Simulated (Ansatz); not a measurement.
# Which isomer of F2H2S2Si gives these data?

These gas-phase data were calculated for one isomer of F2H2S2Si at PBE0-D4/def2-SVP (harmonic, unscaled wavenumbers; equilibrium rotational constants with average atomic masses):

```
rotational constants            : 2.79, 1.903, 1.574 GHz
all wavenumbers above 1500 cm⁻¹ : 2716, 2708
```

Candidates:

(1) `F[SiH](F)SS`, a singlet
(2) `F[Si](F)(S)S`, a singlet

**Question.** Assign the data to one candidate and say why.

**Answer.** Candidate (2). No mode falls between 2000 and 2380 cm⁻¹, where the Si–H stretch of (1) would stand.

The same quantities for all candidates:

|  | rotational constants (GHz) | wavenumbers above 1500 cm⁻¹ | E above the lowest, PBE0-D4/def2-SVP (kcal/mol) |
| --- | --- | --- | --- |
| (1) | 4.515, 1.547, 1.263 | 2683, 2341 | 27.4 |
| (2) | 2.79, 1.903, 1.574 | 2716, 2708 | 0.0 |

Harmonic stretches to hydrogen usually lie a few per cent above observed fundamentals. Each candidate is one conformer. Programs: Ansatz 0.2.0.
